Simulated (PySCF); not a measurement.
AlClGeH4, SMILES [AlH]([Cl])[GeH3].

Geometry optimised at PBE0-D3(BJ)/def2-SVP.

The numbers are results of PBE0-D3(BJ)/def2-SVP (PySCF), not measurements.

Frequencies are harmonic and unscaled.

| mode | ν (cm⁻¹) | IR (km/mol) | Raman (Å⁴/amu) | depolarisation | moving atoms (share of kinetic energy) |
|---|---|---|---|---|---|
| 1 | 16 | 0.0 | 0.3 | 0.75 | H 90 % |
| 2 | 98 | 4.5 | 2.1 | 0.69 | Cl 48 %, Ge 22 %, Al 22 % |
| 3 | 314 | 8.7 | 19.5 | 0.13 | Al 53 %, Ge 26 %, H 13 %, Cl 8 % |
| 4 | 324 | 55.5 | 1.6 | 0.75 | H 95 % |
| 5 | 421 | 19.5 | 4.5 | 0.64 | H 82 %, Al 11 % |
| 6 | 477 | 31.6 | 1.8 | 0.75 | H 81 %, Al 15 % |
| 7 | 539 | 42.8 | 7.2 | 0.59 | Al 50 %, Cl 38 %, H 11 % |
| 8 | 652 | 317.1 | 6.4 | 0.68 | H 86 %, Al 12 % |
| 9 | 792 | 115.0 | 10.8 | 0.70 | H 96 % |
| 10 | 885 | 36.7 | 27.8 | 0.75 | H 99 % |
| 11 | 887 | 34.1 | 29.4 | 0.75 | H 99 % |
| 12 | 1954 | 204.6 | 239.0 | 0.20 | H 96 % |
| 13 | 2135 | 59.9 | 306.2 | 0.01 | H 99 % |
| 14 | 2141 | 98.2 | 148.4 | 0.75 | H 98 % |
| 15 | 2145 | 116.4 | 160.4 | 0.66 | H 98 % |
